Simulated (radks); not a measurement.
Values are calculated unless marked as measured or tabulated.
How relativity changes the ionisation of the samarium ion Sm57+ ([He] 2s2 2p1) to Sm58+ ([He] 2s2). Spin-unpolarised spherical Kohn-Sham, PBEsol, point nucleus unless stated (finite: rms radius 5.0819 fm), a radial shooting solver on a logarithmic mesh with Libxc functionals. A level marked "c x" has the speed of light scaled by that factor and shares open shells by 2j + 1; other Dirac levels either fill j = l - 1/2 first or share by 2j + 1.

| level | E(Sm57+) (hartree) | E(Sm58+) (hartree) | IE (eV) | HOMO | <r> HOMO (bohr) |
|---|---|---|---|---|---|
| non-rel. | -5139.4273 | -4705.9964 | 11794.3 | 2p | 0.08387 |
| scalar-rel. | -5431.1835 | -4985.9886 | 12114.4 | 2p | 0.08073 |
| scalar-rel., finite nucleus | -5430.5105 | -4985.3142 | 12114.4 | 2p | 0.08073 |
| Dirac, 2j+1 shares | -5432.2281 | -4985.9848 | 12142.9 | 2p3/2 | 0.08237 |
| Dirac, low j first | -5448.9051 | -4985.9848 | 12596.7 | 2p1/2 | 0.07642 |
| Dirac, 2j+1 shares, finite nucleus | -5431.5546 | -4985.3104 | 12142.9 | 2p3/2 | 0.08237 |
| Dirac, c x 0.85 | -5564.7378 | -5112.8779 | 12295.7 | 2p3/2 | 0.08179 |
| Dirac, c x 2 | -5206.6662 | -4770.2409 | 11875.7 | 2p3/2 | 0.08349 |
| Dirac, c x 3 | -5168.8785 | -4734.1320 | 11830.1 | 2p3/2 | 0.08370 |

NIST Atomic Spectra Database: 12588 eV (theoretical). The relativistic part of the total energy of Sm57+ is -292.1 hartree (Dirac, 2j+1 shares, finite nucleus), 5.7 % of the non-relativistic value. Spin polarisation and multiplet splitting of open shells are left out at every level.

Beside tabulated values, note that relativity, absent from the non-relativistic runs, is large for the heavy elements, and spin-unpolarised runs miss the spin-polarisation part of the exchange energy of open shells.
